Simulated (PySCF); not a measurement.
MoO₂Br, SMILES [Br][Mo](=[O])=[O] (connectivity only; charge and spin as stated), neutral, multiplicity 2.

Coordinates come from a B3LYP-D3(BJ)/def2-SVP optimisation. A frequency run showed that this geometry is not a minimum. The multiplicity is an assumed one; other spin states were not compared. The def2 effective core potentials stand for the cores of Mo; spin–orbit coupling is left out.

The numbers are results of B3LYP/def2-TZVPD (PySCF), not measurements.

The molecule is in vacuum.

Computed frontier levels, dipole moment and polarisability:
The α spin, highest occupied and lowest empty level is -7.61 and -4.45 eV, the β spin, highest occupied and lowest empty level is -9.10 and -4.42 eV and the dipole moment is 1.49 D. The quadrupole, principal values (traceless, Buckingham form, about the centre of nuclear charge) comes out as -4.31, -3.85, 8.16 D·Å and the mean static polarisability is 67.1 bohr³ (9.94 Å³). The polarisability, principal values is 50.7, 63.7, 86.8 bohr³ and the ⟨S²⟩ is 0.757 (pure state 0.75).
